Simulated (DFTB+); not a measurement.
DFTB+ input (SCC-DFTB): The folder sk holds the Slater-Koster set scc that CP2K ships.

```
Geometry = xyzFormat {
12

C      2.01116647    -0.14116608     0.71674298
C      1.15883453    -0.33527093    -0.33786334
C      0.13229414     0.46972550    -0.86666829
C     -1.15292901     0.53841472    -0.52702235
C     -1.85067398    -0.27528177     0.55290036
H      2.85268462    -0.80350910     0.88741236
H      1.92767184     0.72969003     1.35854973
H      1.37008135    -1.22551488    -0.94347189
H     -1.83038786     1.22947215    -1.04684084
H     -2.36518297     0.36225888     1.28750256
H     -2.62119744    -0.94214988     0.13588835
H     -1.12582231    -0.88877581     1.09242370
}
Driver = GeometryOptimization {
  Optimizer = Rational {}
  MaxSteps = 500
  OutputPrefix = "geo_end"
  Convergence { GradElem = 1e-5 }
}
Hamiltonian = DFTB {
  SCC = Yes
  SCCTolerance = 1e-8
  MaxSCCIterations = 300
  Charge = -1
  SlaterKosterFiles = Type2FileNames {
    Prefix = "sk/"
    Separator = ""
    Suffix = ".spl"
    LowerCaseTypeName = Yes
  }
  MaxAngularMomentum {
    C = "p"
    H = "s"
  }
  Filling = Fermi { Temperature [K] = 0 }
}
ParserOptions { ParserVersion = 14 }
```

From the output:

```
   11   1   0   0       1.00565323  s
   12   1   0   0       0.95977718  s

Fermi level:                         0.1435297170 H            3.9056 eV
Band energy:                        -4.5044843363 H         -122.5733 eV
TS:                                  0.0000000000 H            0.0000 eV
Band free energy (E-TS):            -4.5044843363 H         -122.5733 eV
Extrapolated E(0K):                 -4.5044843363 H         -122.5733 eV
Input / Output electrons (q):     28.0000000000     28.0000000000

Energy H0:                         -11.5162529396 H         -313.3732 eV
Energy SCC:                          0.1394162711 H            3.7937 eV
Total Electronic energy:           -11.3768366684 H         -309.5795 eV
Repulsive energy:                    0.2321557001 H            6.3173 eV
Total energy:                      -11.1446809683 H         -303.2622 eV
Extrapolated to 0:                 -11.1446809683 H         -303.2622 eV
Total Mermin free energy:          -11.1446809683 H         -303.2622 eV
Force related energy:              -11.1446809683 H         -303.2622 eV

Non-constrained calculation

SCC converged

Full geometry written in geo_end.{xyz|gen}

Warning: dipole moment is not defined absolutely!
Dipole moment:   -0.57967130   -0.54354804    0.46480688 au
Dipole moment:   -1.47337759   -1.38156142    1.18142135 Debye

Geometry converged
```

The dipole moment of an ion depends on the origin.

The geometry given is a B3LYP-D3(BJ)/def2-TZVP minimum.
